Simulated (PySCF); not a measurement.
germylsulfanylgermane (Ge2H6S), SMILES [GeH3][S][GeH3]. Coordinates come from a PBE-D3(BJ)/def2-SVP optimisation.

Question: Give the equilibrium geometry at PBE-D3(BJ)/def2-SVP (PySCF confirms it by a frequency run) as bond lengths and angles, and its point group. (An estimate is asked for; the answer gives what the named calculation found.)

Answer: point group C2v.
Atoms: Ge1 S2 Ge3 H4 H5 H6 H7 H8 H9. Bond lengths (Å): Ge1–S2 2.249, Ge1–H4 1.547, Ge1–H5 1.553, Ge1–H6 1.553, S2–Ge3 2.249, Ge3–H7 1.553, Ge3–H8 1.547, Ge3–H9 1.553. Angles (°): S2–Ge1–H4 105.4, S2–Ge1–H5 110.3, S2–Ge1–H6 110.3, H4–Ge1–H5 110.7, H4–Ge1–H6 110.7, H5–Ge1–H6 109.5, Ge1–S2–Ge3 98.2, S2–Ge3–H7 110.3, S2–Ge3–H8 105.4, S2–Ge3–H9 110.3, H7–Ge3–H8 110.7, H7–Ge3–H9 109.5, H8–Ge3–H9 110.7.
Charge 0, spin multiplicity 1.
